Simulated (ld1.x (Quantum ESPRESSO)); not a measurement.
**V, TM: configuration errors across variants**

- Element: vanadium
- Generator: ld1.x (Quantum ESPRESSO) 7.5
- Type: norm-conserving Troullier–Martins (Kleinman–Bylander form)
- Functional: LDA (PZ)
- Relativity: scalar-relativistic
- Frozen core: [Ne]
- Valence charge: 13
- Reference configuration: 3s2 3p6 3d3 4s2 4p0
- Partial waves: 3s (bound): rc 1.20 bohr; 3p (bound): rc 0.90 bohr; 3d (bound): rc 2.15 bohr
- Local potential: the d channel
- Core correction: none

Occupied shells without a wave of their own: 4s. They enter only through the test configuration that unscreens the potential.

All-electron excitation energies from the reference (eV): (1) 3s2 3p6 3d3 4s1 4p0 7.941; (2) 3s2 3p6 3d3 4s0 4p0 22.486; (3) 3s2 3p6 3d2 4s0 4p0 51.645; (4) 3s2 3p6 3d3.5 4s1.5 4p0 0.028; (5) 3s2 3p6 3d3 4s0 4p2 7.000; (6) 3s2 3p6 3d4 4s0 4p0 7.379; (7) 3s2 3p6 3d2 4s2 4p1 5.910; (8) 3s2 3p6 3d3 4s2 4p0 spin -1.628; (9) 3s2 3p6 3d3 4s1 4p0 spin 5.572.

Spin tests fill each open shell by Hund’s rule, majority spin first.

For the base: The 4s level has no wave, so the channel is fitted at the deeper level alone: the likely source of the large errors.

Tests that are not counted but printed errors over 1 eV. “wave 3d (bound): rc 2.15 bohr becomes 3d (bound): rc 2.88 bohr”: 3s2 3p6 3d2 4s2 4p1 (solver errors, printed error -25.3 eV).

1 further variants failed, have other tests or too few solved ones, and are left out.

The file “wave 3d (bound): rc 2.15 bohr becomes 3d (bound): rc 2.88 bohr” misses its own reference levels by 1.3 eV.

Errors AE − PS in meV (a dash: test not solved or not reliable):

| change | (1) | (2) | (3) | (4) | (5) | (6) | (7) | (8) | (9) | bound ghosts |
| --- | --- | --- | --- | --- | --- | --- | --- | --- | --- | --- |
| base | +41 | -77 | -559 | +64 | -541 | +285 | -126 | +158 | +209 | none |
| wave 3d (bound): rc 2.15 bohr becomes 3d (bound): rc 1.76 bohr | -7.5 | -72 | -291 | +15 | -263 | +69 | -68 | +149 | +153 | none |
| wave 3d (bound): rc 2.15 bohr becomes 3d (bound): rc 2.10 bohr | +58 | -5.1 | -400 | +63 | -449 | +282 | -123 | +155 | +219 | none |
| wave 3d (bound): rc 2.15 bohr becomes 3d (bound): rc 2.46 bohr | -277 | -1189 | -2592 | +14 | -1572 | -26 | -128 | +174 | -34 | none |
| wave 3d (bound): rc 2.15 bohr becomes 3d (bound): rc 2.88 bohr | -2101 | -6930 | -11463 | -466 | -6596 | -2833 | – | +178 | -1563 | none |

**Question.** Give the same row for: wave 3d (bound): rc 2.15 bohr becomes 3d (bound): rc 1.52 bohr.

**Answer.** -149, -414, -752, -37, -373, -177, -4.3, +155, +39; bound ghosts: none.
